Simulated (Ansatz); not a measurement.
**Reading a saddle point**

A first-order saddle point of Si2H7ClO3F2, closed shell, PBE0-D4/def2-TZVP, with one imaginary mode of 286i cm⁻¹:

```
15
angstrom
Si -1.3652 0.3790 0.3402
O 0.1847 0.0815 -0.3333
Si 0.4104 0.0114 -2.0229
F -2.0224 0.4474 -1.1434
F -1.5839 1.8889 0.7457
O -2.2580 -0.8475 0.8984
H 1.4854 0.0337 1.9052
Cl -0.2193 0.2395 2.5960
H 1.2091 -0.0366 0.3309
O 2.1021 -0.0844 1.0901
H 0.1022 1.3120 -2.6442
H 1.8679 -0.2645 -2.1080
H -0.3468 -1.1156 -2.5974
H -2.0557 -1.0792 1.8093
H 2.4895 -0.9655 1.1337
```

Ansatz 0.2.0; basis: def2-TZVPP and def2-QZVPP; cores frozen in the correlated methods. Extrapolation: Hartree–Fock as exp(−7.88 √X), correlation as X^−2.97.

(1) Which contacts change along the imaginary mode, and what lies on either side? (Judge from chemistry; the calculation decides.)

(2) Which side is lower, and how far does the saddle lie above each? (An estimate is asked for; the value comes from the calculation.)

No T1 diagnostic of these runs exceeds 0.012.

Answers

(1) Computed: The step is Si₂H₄O₂F₂ ([OH][Si]([F])([F])[O][SiH3]) + HCl + H₂O → SiHClOF₂ ([OH][Si]([F])([F])[Cl]) + SiH₄O ([OH][SiH3]) + H₂O (still joined by a long Si–O bond), with the molecules in contact on both sides. Shortening one way: Si1–Cl8, O2–H9, H7–O10; lengthening the same way: Si1–O2, H7–Cl8, H9–O10.
| pair | one side (Å) | saddle (Å) | other side (Å) |
| --- | --- | --- | --- |
| Si1–Cl8 | 4.08 | 2.53 | 2.27 |
| O2–H9 | 1.91 | 1.23 | 1.03 |
| H7–O10 | 1.61 | 1.03 | 0.98 |
| Si1–O2 | 1.63 | 1.72 | 1.77 |
| H7–Cl8 | 1.34 | 1.85 | 2.22 |
| H9–O10 | 0.97 | 1.17 | 1.48 |

(2) Computed: The side with Si1–O2, H7–Cl8, H9–O10 short is lower by 15.90 kcal/mol; the saddle lies 19.77 kcal/mol above it and 3.86 kcal/mol above the other (CCSD(T) at an estimated basis limit (MP2 extrapolated from triple and quadruple zeta, plus CCSD(T) − MP2 in triple zeta); electronic energies).

Hydrogen chloride, the by-product of chloride precursors, can attack films and sites by steps of this kind. Here a small cluster stands in for the surface site.

Labels in which every atom is bracketed show which atoms are joined, not bond orders.

For scale, one of the runs: CCSD(T)/def2-TZVPP, 379 basis functions, launched by `ansatz run in.yaml --threads 4 --pin off --events-out ev --progress --plain --max-ram 66560MiB --backend cuda --devices 0, --max-vram 37GiB`. The run took 26 s on 4 CPU threads of an AMD EPYC 7R13 and a share of one NVIDIA H100 (shared host), with 0.92 GiB of host memory at its peak.
